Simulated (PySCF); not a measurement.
**Sc¹⁰⁺: ionisation energy**

Sc¹⁰⁺ [Ne] 3s1 (2S) → Sc¹¹⁺ [Ne] (1S), as a difference of total energies. All numbers are calculated (PySCF 2.14, the spin-free X2C one-electron Hamiltonian (Gaussian nucleus), in an even-tempered Gaussian basis (19 s from 0.49 bohr⁻², ratio 2.5; 12 p from 0.64 bohr⁻², ratio 2.5; 5 d from 2.8 bohr⁻², ratio 2.7; 4 f from 4.2 bohr⁻², ratio 2.7)). Correlated levels: outer shells: 1s2 frozen; virtual orbitals above 40 to 60 times the deepest correlated orbital energy dropped. The calculations carry no spin-orbit coupling.

Problem. Order these methods by the ionisation energy they give, lowest first.
A. PBE
B. SCS-MP2 (outer shells)
C. revPBE
D. PBE0

Solution. B (249.73 eV), D (250.75 eV), C (250.87 eV), A (251.12 eV).

For comparison: 249.80 eV (semi-empirical (NIST evaluation); NIST Atomic Spectra Database, ionization energies).
